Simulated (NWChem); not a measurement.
System: SF, doublet; SMILES F[S]

Input file for NWChem:

```
start job
memory heap 200 mb stack 900 mb global 1100 mb
geometry units angstroms noautosym nocenter noautoz
  S      0.000000     0.000000    -0.579419
  F      0.000000     0.000000     1.034837
end
basis spherical
  * library iglo-iii
end
dft
  odft
  mult 2
  xc pbe0
  iterations 150
end
property
  hyperfine
end
task dft property
```

NWChem printed, in part:

```
             Northwest Computational Chemistry Package (NWChem) 7.3.0
             --------------------------------------------------------

                             Geometry "geometry" -> ""
                             -------------------------

 Output coordinates in angstroms (scale by  1.889725989 to convert to a.u.)

  No.       Tag          Charge          X              Y              Z
 ---- ---------------- ---------- -------------- -------------- --------------
    1 S                   16.0000     0.00000000     0.00000000    -0.57941900
    2 F                    9.0000     0.00000000     0.00000000     1.03483700

 Effective nuclear repulsion energy (a.u.)      47.2053527173

                              NWChem Property Module
                              ----------------------

  itol2e modified to match energy
  convergence criterion.

                                 NWChem DFT Module
                                 -----------------

 Summary of "ao basis" -> "ao basis" (spherical)
 ------------------------------------------------------------------------------
       Tag                 Description            Shells   Functions and Types
 ---------------- ------------------------------  ------  ---------------------
 S                          iglo-iii                18       44   8s7p3d
 F                          iglo-iii                15       35   7s6p2d

  itol2e modified to match energy
  convergence criterion.

            General Information
            -------------------
          SCF calculation type: DFT
          Wavefunction type:  spin polarized.
          No. of atoms     :     2
          No. of electrons :    25
           Alpha electrons :    13
            Beta electrons :    12
          Charge           :     0
          Spin multiplicity:     2
          Use of symmetry is: off; symmetry adaption is: off
          Maximum number of iterations: 150
          AO basis - number of functions:    79
                     number of shells:    33
          Convergence on energy requested:  1.00D-07
          Convergence on density requested:  1.00D-05
          Convergence on gradient requested:  5.00D-04

              XC Information
              --------------
                         PBE0 Method XC Functional
                     Hartree-Fock (Exact) Exchange  0.250
          PerdewBurkeErnzerhof Exchange Functional  0.750
            Perdew 1991 LDA Correlation Functional  1.000 local
           PerdewBurkeErnz. Correlation Functional  1.000 non-local

[...]

          ----------------------
          Hyperfine Interactions
          ----------------------

 Total Spin Density (Fermi Contact Term)
 ------------------ --------------------
     Atom            x         y         z       Density (a.u.)      Aiso(MHz)     Aiso(Gauss)
     1  33-S      0.00000   0.00000  -1.09494       0.026411          9.071401       3.236896
     2  19-F      0.00000   0.00000   1.95556       0.023444         98.640509      35.197327

           -------------------------------------------
           Anisotropic Interaction (Spin-Dipolar Term)
           -------------------------------------------

 ------------------------------------------------------------
     Atom            x         y         z
 ------------------------------------------------------------
     1  33-S      0.00000   0.00000  -1.09494

   Spin-Dipolar term (a.u.)
        xx             yy             zz             xy             xz             yz
 ------------------------------------------------------------------------------------------
      -2.113818       4.275266      -2.161449       0.132435       0.000000      -0.000000

   Principal Comp. of -hf- tensor (au)            Anisotropic -hfcc- (MHz)               Anisotropic -hfcc- (Gauss)
 --------------------------------------------------------------------------------------------------------------------------
     -2.116562     4.278010    -2.161449     -86.777103   175.394518   -88.617414     -30.964176    62.585020   -31.620844

   Orientation of the principal axis of Hyperfine Tensor w.r.t absolute (molecular) frame
 --------------------------------------------------------------------------------------------------------------------------
      0.999785     0.020715    -0.000000
     -0.020715     0.999785     0.000000
      0.000000    -0.000000     1.000000

 ------------------------------------------------------------
     Atom            x         y         z
 ------------------------------------------------------------
     2  19-F      0.00000   0.00000   1.95556

   Spin-Dipolar term (a.u.)
        xx             yy             zz             xy             xz             yz
 ------------------------------------------------------------------------------------------
      -0.420067       0.873105      -0.453038       0.026805      -0.000000      -0.000000

   Principal Comp. of -hf- tensor (au)            Anisotropic -hfcc- (MHz)               Anisotropic -hfcc- (Gauss)
 --------------------------------------------------------------------------------------------------------------------------
     -0.420623     0.873660    -0.453038    -211.247437   438.774518  -227.527080     -75.378211   156.565394   -81.187183

   Orientation of the principal axis of Hyperfine Tensor w.r.t absolute (molecular) frame
 --------------------------------------------------------------------------------------------------------------------------
      0.999785     0.020715     0.000000
     -0.020715     0.999785     0.000000
     -0.000000    -0.000000     1.000000
```

Level: PBE0/IGLO-III, spin-unrestricted, contact and dipolar terms. The state is orbitally degenerate and is run as one real component. Coordinates come from a PBE0/def2-SVP, spin-unrestricted optimisation. No stability test was run on the SCF state.
